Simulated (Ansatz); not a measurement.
Basis-set extrapolation for `N[Si](O)(O)S` (PBE0-D4/def2-TZVP geometry, frozen core, the Gaussian-basis code of Ansatz). Multiplicity 1, RHF reference.

```json
{"": "HF", "def2-TZVPP": "-893.861012", "def2-QZVPP": "-893.892103"}
{"": "MP2 correlation", "def2-TZVPP": "-0.989562", "def2-QZVPP": "-1.071181"}
{"": "CCSD(T) correlation", "def2-TZVPP": "-1.061190", "def2-QZVPP": "not run"}
```

Energies in hartree. Use E(X) = E(∞) + A·exp(−7.88·√X) for Hartree–Fock and E(X) = E(∞) + B·X^(−2.97) for correlation, with X = 3 and 4, and add CCSD(T) minus MP2 of the smaller set to the MP2 limit.

Question: What is the CCSD(T) energy at the basis-set limit?

Answer: HF limit: -893.892103 + (-0.031091) × 0.13774 = -893.89639. MP2 limit: -1.071181 + (-0.081619) × 0.74074 = -1.13164. Higher-order term: -1.061190 − (-0.989562) = -0.07163. Total: -895.09966 hartree, 465.9 kJ/mol below CCSD(T)/def2-TZVPP.
